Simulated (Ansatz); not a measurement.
Molecular dynamics of CH6GeN2

Input file:

```yaml
crystal:
  periodic: [false, false, false]
  atoms:
    - { symbol: C, position_ang: [-1.473771, 1.069499, -0.662557] }
    - { symbol: "N", position_ang: [-1.157706, 0.073648, 0.020113] }
    - { symbol: Ge, position_ang: [0.386307, -0.915891, -0.158099] }
    - { symbol: "N", position_ang: [0.852037, -1.271991, 1.560992] }
    - { symbol: H, position_ang: [-2.421529, 1.532048, -0.423204] }
    - { symbol: H, position_ang: [-0.938537, 1.757088, -1.382459] }
    - { symbol: H, position_ang: [1.581167, -0.16425, -0.910169] }
    - { symbol: H, position_ang: [0.122742, -2.193448, -0.886276] }
    - { symbol: H, position_ang: [1.730203, -0.850763, 1.905935] }
    - { symbol: H, position_ang: [0.120291, -0.821792, 2.169322] }
basis:
  gaussian: { orbitals: def2-SVP }
hamiltonian:
  xc: pbe
  dispersion: d4
md:
  timestep: 0.5
  n_steps: 100
  ensemble: nve_milne
  temperature: 300.0
  initial_velocities: maxwell_boltzmann
  seed: 191136
scf:
  lower_state_search: "off"
```

Command:

```bash
$ ansatz run input.yaml --threads 2 --pin off --max-ram 3072MiB --backend cpu --events-out ev --progress --plain --runs-dir out
```

It goes on from the last frame of an earlier run, with new velocities.

Output, in part (step lines, the closing report, with atoms numbered from 0):

```
md step     0: t =     0.00 fs  T =   300.0 K  F+E_penalty+E_count = -60608.38024396 eV  E_kin = 0.310224 eV  conserved = -60608.07001997 eV  (18 SCF iters)
[... lines left out ...]
Total energy: -60608.41030013 eV, -2227.3179966737 hartree
Atom 0 at    -1.486782     1.099330    -0.779090 Å, force    -0.361079    -1.678470     0.497303 eV/Å
Atom 1 at    -1.241861     0.093875     0.016593 Å, force    -0.668375     1.117832    -0.759001 eV/Å
Atom 2 at     0.379802    -0.895917    -0.122664 Å, force    -0.068235     1.327158    -0.842038 eV/Å
Atom 3 at     0.943948    -1.396596     1.548151 Å, force     0.281523    -0.336344    -0.283824 eV/Å
Atom 4 at    -2.556269     1.587500    -0.804867 Å, force     1.577116    -0.450693     0.250764 eV/Å
Atom 5 at    -0.753325     1.411478    -1.585827 Å, force    -0.363451     0.271669     0.274744 eV/Å
Atom 6 at     1.340064     0.140125    -0.858603 Å, force     0.059565    -0.292831     0.119172 eV/Å
Atom 7 at     0.215985    -2.126042    -1.021679 Å, force    -0.220262    -0.278457    -0.108287 eV/Å
Atom 8 at     1.974199    -1.299697     1.570636 Å, force    -0.389714     0.077077     0.407276 eV/Å
Atom 9 at     0.489629    -0.798711     2.236217 Å, force     0.152912     0.243059     0.443892 eV/Å
Dipole moment:     0.245317     0.241080    -0.057853 e Å
```

The steps, from the saved trajectory:

```tsv
time (fs)	T (K)	potential energy less start (eV)	conserved less start (meV/atom)
0.0	300	0.000	0.00
1.5	333	-0.034	-0.01
3.0	326	-0.027	-0.01
4.5	304	-0.004	-0.01
6.0	291	0.009	-0.01
7.5	296	0.004	-0.01
9.0	348	-0.050	-0.01
10.5	393	-0.096	-0.01
12.0	365	-0.067	-0.01
13.5	321	-0.022	-0.01
15.0	296	0.004	-0.01
16.5	259	0.043	-0.01
18.0	225	0.078	-0.01
19.5	238	0.064	-0.01
21.0	273	0.028	-0.01
22.5	296	0.004	-0.01
24.0	362	-0.065	-0.01
25.5	400	-0.103	-0.01
27.0	324	-0.025	-0.01
28.5	229	0.073	-0.01
30.0	211	0.092	-0.01
31.5	259	0.042	-0.01
33.0	316	-0.016	-0.02
34.5	356	-0.059	-0.01
36.0	355	-0.057	-0.01
37.5	278	0.023	-0.01
39.0	217	0.086	-0.01
40.5	232	0.070	-0.01
42.0	289	0.011	-0.01
43.5	311	-0.011	-0.01
45.0	226	0.077	-0.01
46.5	184	0.119	-0.01
48.0	272	0.029	-0.01
49.5	331	-0.032	-0.01
```

The run went to its last step. The conserved energy stayed within 0.016 meV per atom of its start (net change -0.01 meV per atom), so the integration is sound. A run of 0.05 ps of so small a system gives no equilibrium averages.

The same pairs are bonded in the first frame and the last. Pairs count as bonded within 1.25 times the sum of covalent radii (0.12 Å more for H–H).

Last frame:

```xyz
10
Properties=species:S:1:pos:R:3
C -1.487 1.099 -0.779
N -1.242 0.094 0.017
Ge 0.380 -0.896 -0.123
N 0.944 -1.397 1.548
H -2.556 1.587 -0.805
H -0.753 1.411 -1.586
H 1.340 0.140 -0.859
H 0.216 -2.126 -1.022
H 1.974 -1.300 1.571
H 0.490 -0.799 2.236
```

Run time: 3.2 min on 2 CPU threads of a shared host.
